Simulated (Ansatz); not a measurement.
# Molecular dynamics of C$_{2}$H$_{7}$Ga

input.yaml

```yaml
crystal:
  periodic: [false, false, false]
  atoms:
    - { symbol: Ga, position_ang: [-0.374267, 0.433778, 0.882695] }
    - { symbol: H, position_ang: [0.99159, 0.466305, 1.61763] }
    - { symbol: C, position_ang: [1.674124, -0.057648, 0.067821] }
    - { symbol: H, position_ang: [1.488163, -1.05334, -0.391873] }
    - { symbol: H, position_ang: [1.752784, 0.725031, -0.718973] }
    - { symbol: H, position_ang: [2.614762, -0.087702, 0.654203] }
    - { symbol: C, position_ang: [-1.238583, -0.019191, -0.798188] }
    - { symbol: H, position_ang: [-1.210653, -1.128562, -0.882387] }
    - { symbol: H, position_ang: [-2.292102, 0.317928, -0.839514] }
    - { symbol: H, position_ang: [-0.65742, 0.403301, -1.644915] }
basis:
  gaussian: { orbitals: def2-SVP }
hamiltonian:
  xc: lda
md:
  timestep: 0.5
  n_steps: 200
  ensemble: nve
  temperature: 300.0
  initial_velocities: maxwell_boltzmann
  seed: 10697
```

Command:

```bash
$ ansatz run input.yaml --threads 2 --pin off --max-ram 3072MiB --backend cpu --events-out ev --progress --plain --runs-dir out
```

It starts at the highest image of a converged band. Of that band: Neighbouring images differ by up to 2.4 eV, so the band resolves the path poorly. A vibrational analysis at the climbing image gives one clearly imaginary mode, 1080i cm⁻¹: a first-order saddle point.

Output, in part (one step line in 3, the closing report, with atoms numbered from 0):

```
md step     0: t =     0.00 fs  T =   300.0 K  F+E_penalty+E_count = -54451.35244321 eV  E_kin = 0.310224 eV  conserved = -54451.04221921 eV  (28 SCF iters)
md step     3: t =     1.50 fs  T =   239.8 K  F+E_penalty+E_count = -54451.28909020 eV  E_kin = 0.247957 eV  conserved = -54451.04113290 eV  (30 SCF iters)
md step     6: t =     3.00 fs  T =   178.8 K  F+E_penalty+E_count = -54451.22521534 eV  E_kin = 0.184885 eV  conserved = -54451.04033048 eV  (30 SCF iters)
md step     9: t =     4.50 fs  T =   202.7 K  F+E_penalty+E_count = -54451.25108181 eV  E_kin = 0.209593 eV  conserved = -54451.04148889 eV  (30 SCF iters)
md step    12: t =     6.00 fs  T =   198.9 K  F+E_penalty+E_count = -54451.24696355 eV  E_kin = 0.205672 eV  conserved = -54451.04129195 eV  (30 SCF iters)
md step    15: t =     7.50 fs  T =   178.6 K  F+E_penalty+E_count = -54451.22503214 eV  E_kin = 0.184655 eV  conserved = -54451.04037718 eV  (30 SCF iters)
md step    18: t =     9.00 fs  T =   243.8 K  F+E_penalty+E_count = -54451.29262584 eV  E_kin = 0.252091 eV  conserved = -54451.04053531 eV  (29 SCF iters)
md step    21: t =    10.50 fs  T =   376.5 K  F+E_penalty+E_count = -54451.43082517 eV  E_kin = 0.389379 eV  conserved = -54451.04144663 eV  (31 SCF iters)
md step    24: t =    12.00 fs  T =   479.5 K  F+E_penalty+E_count = -54451.53696300 eV  E_kin = 0.495869 eV  conserved = -54451.04109401 eV  (30 SCF iters)
md step    27: t =    13.50 fs  T =   601.8 K  F+E_penalty+E_count = -54451.66238139 eV  E_kin = 0.622358 eV  conserved = -54451.04002333 eV  (29 SCF iters)
md step    30: t =    15.00 fs  T =   853.7 K  F+E_penalty+E_count = -54451.92400530 eV  E_kin = 0.882747 eV  conserved = -54451.04125787 eV  (29 SCF iters)
md step    33: t =    16.50 fs  T =  1116.0 K  F+E_penalty+E_count = -54452.19625379 eV  E_kin = 1.154008 eV  conserved = -54451.04224609 eV  (29 SCF iters)
md step    36: t =    18.00 fs  T =  1283.2 K  F+E_penalty+E_count = -54452.36852884 eV  E_kin = 1.326894 eV  conserved = -54451.04163455 eV  (28 SCF iters)
md step    39: t =    19.50 fs  T =  1428.2 K  F+E_penalty+E_count = -54452.51818634 eV  E_kin = 1.476846 eV  conserved = -54451.04134082 eV  (29 SCF iters)
md step    42: t =    21.00 fs  T =  1593.0 K  F+E_penalty+E_count = -54452.68944646 eV  E_kin = 1.647260 eV  conserved = -54451.04218625 eV  (28 SCF iters)
md step    45: t =    22.50 fs  T =  1686.3 K  F+E_penalty+E_count = -54452.78651690 eV  E_kin = 1.743778 eV  conserved = -54451.04273907 eV  (28 SCF iters)
md step    48: t =    24.00 fs  T =  1662.7 K  F+E_penalty+E_count = -54452.76085859 eV  E_kin = 1.719369 eV  conserved = -54451.04148958 eV  (28 SCF iters)
md step    51: t =    25.50 fs  T =  1659.9 K  F+E_penalty+E_count = -54452.75772670 eV  E_kin = 1.716453 eV  conserved = -54451.04127385 eV  (27 SCF iters)
md step    54: t =    27.00 fs  T =  1703.4 K  F+E_penalty+E_count = -54452.80386845 eV  E_kin = 1.761466 eV  conserved = -54451.04240230 eV  (28 SCF iters)
md step    57: t =    28.50 fs  T =  1673.3 K  F+E_penalty+E_count = -54452.77238224 eV  E_kin = 1.730351 eV  conserved = -54451.04203140 eV  (28 SCF iters)
md step    60: t =    30.00 fs  T =  1597.4 K  F+E_penalty+E_count = -54452.69309248 eV  E_kin = 1.651806 eV  conserved = -54451.04128698 eV  (28 SCF iters)
md step    63: t =    31.50 fs  T =  1555.4 K  F+E_penalty+E_count = -54452.65009783 eV  E_kin = 1.608387 eV  conserved = -54451.04171109 eV  (28 SCF iters)
md step    66: t =    33.00 fs  T =  1492.2 K  F+E_penalty+E_count = -54452.58576312 eV  E_kin = 1.543098 eV  conserved = -54451.04266522 eV  (28 SCF iters)
md step    69: t =    34.50 fs  T =  1297.0 K  F+E_penalty+E_count = -54452.38337532 eV  E_kin = 1.341252 eV  conserved = -54451.04212336 eV  (27 SCF iters)
md step    72: t =    36.00 fs  T =  1027.8 K  F+E_penalty+E_count = -54452.10363276 eV  E_kin = 1.062795 eV  conserved = -54451.04083762 eV  (27 SCF iters)
md step    75: t =    37.50 fs  T =   821.6 K  F+E_penalty+E_count = -54451.89074679 eV  E_kin = 0.849623 eV  conserved = -54451.04112414 eV  (28 SCF iters)
md step    78: t =    39.00 fs  T =   662.8 K  F+E_penalty+E_count = -54451.72668593 eV  E_kin = 0.685420 eV  conserved = -54451.04126567 eV  (28 SCF iters)
md step    81: t =    40.50 fs  T =   540.3 K  F+E_penalty+E_count = -54451.59919746 eV  E_kin = 0.558669 eV  conserved = -54451.04052841 eV  (28 SCF iters)
md step    84: t =    42.00 fs  T =   538.1 K  F+E_penalty+E_count = -54451.59670510 eV  E_kin = 0.556399 eV  conserved = -54451.04030561 eV  (28 SCF iters)
md step    87: t =    43.50 fs  T =   683.1 K  F+E_penalty+E_count = -54451.74739461 eV  E_kin = 0.706383 eV  conserved = -54451.04101131 eV  (27 SCF iters)
md step    90: t =    45.00 fs  T =   889.5 K  F+E_penalty+E_count = -54451.96143384 eV  E_kin = 0.919781 eV  conserved = -54451.04165238 eV  (28 SCF iters)
md step    93: t =    46.50 fs  T =  1075.8 K  F+E_penalty+E_count = -54452.15397268 eV  E_kin = 1.112454 eV  conserved = -54451.04151860 eV  (28 SCF iters)
md step    96: t =    48.00 fs  T =  1248.1 K  F+E_penalty+E_count = -54452.33213872 eV  E_kin = 1.290676 eV  conserved = -54451.04146238 eV  (28 SCF iters)
md step    99: t =    49.50 fs  T =  1409.9 K  F+E_penalty+E_count = -54452.49989136 eV  E_kin = 1.457943 eV  conserved = -54451.04194803 eV  (28 SCF iters)
md step   102: t =    51.00 fs  T =  1514.7 K  F+E_penalty+E_count = -54452.60822674 eV  E_kin = 1.566362 eV  conserved = -54451.04186513 eV  (28 SCF iters)
md step   105: t =    52.50 fs  T =  1574.8 K  F+E_penalty+E_count = -54452.66988845 eV  E_kin = 1.628497 eV  conserved = -54451.04139136 eV  (27 SCF iters)
md step   108: t =    54.00 fs  T =  1644.3 K  F+E_penalty+E_count = -54452.74186951 eV  E_kin = 1.700303 eV  conserved = -54451.04156695 eV  (28 SCF iters)
md step   111: t =    55.50 fs  T =  1703.8 K  F+E_penalty+E_count = -54452.80405837 eV  E_kin = 1.761894 eV  conserved = -54451.04216422 eV  (27 SCF iters)
md step   114: t =    57.00 fs  T =  1688.1 K  F+E_penalty+E_count = -54452.78772842 eV  E_kin = 1.745638 eV  conserved = -54451.04208993 eV  (27 SCF iters)
md step   117: t =    58.50 fs  T =  1608.5 K  F+E_penalty+E_count = -54452.70475669 eV  E_kin = 1.663285 eV  conserved = -54451.04147164 eV  (28 SCF iters)
md step   120: t =    60.00 fs  T =  1536.1 K  F+E_penalty+E_count = -54452.62992809 eV  E_kin = 1.588419 eV  conserved = -54451.04150864 eV  (28 SCF iters)
md step   123: t =    61.50 fs  T =  1471.2 K  F+E_penalty+E_count = -54452.56308801 eV  E_kin = 1.521328 eV  conserved = -54451.04175964 eV  (29 SCF iters)
md step   126: t =    63.00 fs  T =  1392.5 K  F+E_penalty+E_count = -54452.48111334 eV  E_kin = 1.439938 eV  conserved = -54451.04117567 eV  (29 SCF iters)
md step   129: t =    64.50 fs  T =  1363.2 K  F+E_penalty+E_count = -54452.45052144 eV  E_kin = 1.409626 eV  conserved = -54451.04089503 eV  (27 SCF iters)
md step   132: t =    66.00 fs  T =  1415.7 K  F+E_penalty+E_count = -54452.50541790 eV  E_kin = 1.463980 eV  conserved = -54451.04143807 eV  (27 SCF iters)
md step   135: t =    67.50 fs  T =  1486.9 K  F+E_penalty+E_count = -54452.57941725 eV  E_kin = 1.537527 eV  conserved = -54451.04189065 eV  (28 SCF iters)
md step   138: t =    69.00 fs  T =  1510.2 K  F+E_penalty+E_count = -54452.60372646 eV  E_kin = 1.561670 eV  conserved = -54451.04205650 eV  (29 SCF iters)
md step   141: t =    70.50 fs  T =  1458.5 K  F+E_penalty+E_count = -54452.55018537 eV  E_kin = 1.508222 eV  conserved = -54451.04196365 eV  (28 SCF iters)
md step   144: t =    72.00 fs  T =  1338.1 K  F+E_penalty+E_count = -54452.42560426 eV  E_kin = 1.383700 eV  conserved = -54451.04190457 eV  (29 SCF iters)
md step   147: t =    73.50 fs  T =  1168.8 K  F+E_penalty+E_count = -54452.25014079 eV  E_kin = 1.208649 eV  conserved = -54451.04149199 eV  (28 SCF iters)
md step   150: t =    75.00 fs  T =  1012.0 K  F+E_penalty+E_count = -54452.08746596 eV  E_kin = 1.046496 eV  conserved = -54451.04097016 eV  (29 SCF iters)
md step   153: t =    76.50 fs  T =   934.9 K  F+E_penalty+E_count = -54452.00777800 eV  E_kin = 0.966733 eV  conserved = -54451.04104463 eV  (29 SCF iters)
md step   156: t =    78.00 fs  T =   933.2 K  F+E_penalty+E_count = -54452.00636782 eV  E_kin = 0.965017 eV  conserved = -54451.04135067 eV  (29 SCF iters)
md step   159: t =    79.50 fs  T =   968.1 K  F+E_penalty+E_count = -54452.04252810 eV  E_kin = 1.001045 eV  conserved = -54451.04148358 eV  (29 SCF iters)
md step   162: t =    81.00 fs  T =  1021.8 K  F+E_penalty+E_count = -54452.09806082 eV  E_kin = 1.056672 eV  conserved = -54451.04138879 eV  (28 SCF iters)
md step   165: t =    82.50 fs  T =  1103.8 K  F+E_penalty+E_count = -54452.18303020 eV  E_kin = 1.141429 eV  conserved = -54451.04160102 eV  (28 SCF iters)
md step   168: t =    84.00 fs  T =  1185.1 K  F+E_penalty+E_count = -54452.26757761 eV  E_kin = 1.225471 eV  conserved = -54451.04210694 eV  (28 SCF iters)
md step   171: t =    85.50 fs  T =  1212.9 K  F+E_penalty+E_count = -54452.29596681 eV  E_kin = 1.254247 eV  conserved = -54451.04172006 eV  (28 SCF iters)
md step   174: t =    87.00 fs  T =  1227.1 K  F+E_penalty+E_count = -54452.31012314 eV  E_kin = 1.268908 eV  conserved = -54451.04121480 eV  (27 SCF iters)
md step   177: t =    88.50 fs  T =  1291.7 K  F+E_penalty+E_count = -54452.37671022 eV  E_kin = 1.335711 eV  conserved = -54451.04099923 eV  (28 SCF iters)
md step   180: t =    90.00 fs  T =  1439.2 K  F+E_penalty+E_count = -54452.52917852 eV  E_kin = 1.488296 eV  conserved = -54451.04088282 eV  (28 SCF iters)
md step   183: t =    91.50 fs  T =  1666.4 K  F+E_penalty+E_count = -54452.76485957 eV  E_kin = 1.723228 eV  conserved = -54451.04163206 eV  (28 SCF iters)
md step   186: t =    93.00 fs  T =  1887.5 K  F+E_penalty+E_count = -54452.99390750 eV  E_kin = 1.951803 eV  conserved = -54451.04210443 eV  (26 SCF iters)
md step   189: t =    94.50 fs  T =  2040.9 K  F+E_penalty+E_count = -54453.15310100 eV  E_kin = 2.110427 eV  conserved = -54451.04267373 eV  (26 SCF iters)
md step   192: t =    96.00 fs  T =  2075.6 K  F+E_penalty+E_count = -54453.18951471 eV  E_kin = 2.146373 eV  conserved = -54451.04314162 eV  (28 SCF iters)
md step   195: t =    97.50 fs  T =  1963.6 K  F+E_penalty+E_count = -54453.07326081 eV  E_kin = 2.030559 eV  conserved = -54451.04270227 eV  (29 SCF iters)
md step   198: t =    99.00 fs  T =  1764.7 K  F+E_penalty+E_count = -54452.86710063 eV  E_kin = 1.824870 eV  conserved = -54451.04223087 eV  (28 SCF iters)
md step   200: t =   100.00 fs  T =  1615.1 K  F+E_penalty+E_count = -54452.71225739 eV  E_kin = 1.670181 eV  conserved = -54451.04207591 eV  (26 SCF iters)
Total energy: -54452.71229180 eV, -2001.1002673497 hartree
Atom 0 at    -0.212501     0.368857     0.700093 Å, force    -2.996147     1.048082     0.027199 eV/Å
Atom 1 at    -1.167823     1.112048     1.800569 Å, force     0.894420    -0.241279     0.274988 eV/Å
Atom 2 at     1.590791     0.124395     0.547823 Å, force     2.518359     0.267150    -0.167412 eV/Å
Atom 3 at     1.772046    -0.370266    -0.425479 Å, force     0.105477    -0.745424     0.194479 eV/Å
Atom 4 at     2.269183     1.026998     0.410184 Å, force    -0.691599    -0.315741     0.647387 eV/Å
Atom 5 at     1.911072    -0.450178     1.468160 Å, force     0.222918     0.148133    -0.772593 eV/Å
Atom 6 at    -1.742820     0.055767    -0.507651 Å, force    -0.677599    -1.607982    -0.315705 eV/Å
Atom 7 at    -2.109252    -1.036112    -0.635151 Å, force     0.605445     0.807197     0.574031 eV/Å
Atom 8 at    -2.479431     0.502464     0.265107 Å, force     0.287157    -0.014718    -1.915292 eV/Å
Atom 9 at    -1.696700     0.286265    -1.640201 Å, force    -0.268432     0.654581     1.452917 eV/Å
Dipole moment:     0.284781    -0.154604    -0.124969 e Å
```

All steps were run. The conserved energy stayed within 0.22 meV per atom of its start (net change 0.014 meV per atom), so the integration is sound. The system heated up, since it started high on the potential surface and ran downhill. A run of 0.1 ps of so small a system gives no equilibrium averages. The orbitals stay closed-shell, which can raise the energy where a bond breaks towards radicals; this wasn't checked here.

The step under study would form H2–C3 and break Ga1–H2, Ga1–C3. These pairs go: H2–C3 1.77 → 3.19 Å, Ga1–H2 1.55 → 1.64 Å, Ga1–C3 2.26 → 1.83 Å. In the last frame they stand as before the step (other bonds may differ from the relaxed reactants and products). It ends as one piece, C2H7Ga. Pairs count as bonded within 1.25 times the sum of covalent radii (0.12 Å more for H–H).

Last frame:

```xyz
10
Properties=species:S:1:pos:R:3
Ga -0.212 0.369 0.700
H -1.168 1.112 1.801
C 1.591 0.124 0.548
H 1.772 -0.370 -0.425
H 2.269 1.027 0.410
H 1.911 -0.450 1.468
C -1.743 0.056 -0.508
H -2.109 -1.036 -0.635
H -2.479 0.502 0.265
H -1.697 0.286 -1.640
```

Time of the run: 6.5 min on 2 threads of AMD EPYC (Zen 3), with other jobs on the host, peak memory 0.14 GiB.
